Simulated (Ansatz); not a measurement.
CH$_{4}$OSSi, SMILES `CS[Si]O` at its PBE0-D4/def2-TZVP geometry, where that method's forces vanish. Charge 0, multiplicity 1.

```xyz
8

C     0.4475    1.4177    0.4380
S     0.0257    0.1686   -0.8067
Si   -0.4371   -1.4814    0.4849
O    -0.8288   -2.6461   -0.6155
H    -0.2275    2.2659    0.3359
H     1.4732    1.7470    0.2801
H     0.3539    1.0028    1.4442
H    -0.8069   -2.4744   -1.5609
```

Q: What forces (eV/Å) does PBE-D4/def2-TZVPP give on these atoms in the Gaussian-basis code of Ansatz? (An estimate is asked.)

A: Ansatz gave: 
```
C1   0.015  0.046  0.026
S2  -0.003  0.027 -0.344
Si3  0.081  0.208  0.535
O4  -0.158 -0.526  0.081
H5  -0.132  0.179 -0.014
H6   0.208  0.075 -0.025
H7  -0.018 -0.082  0.212
H8   0.007  0.072 -0.471
```
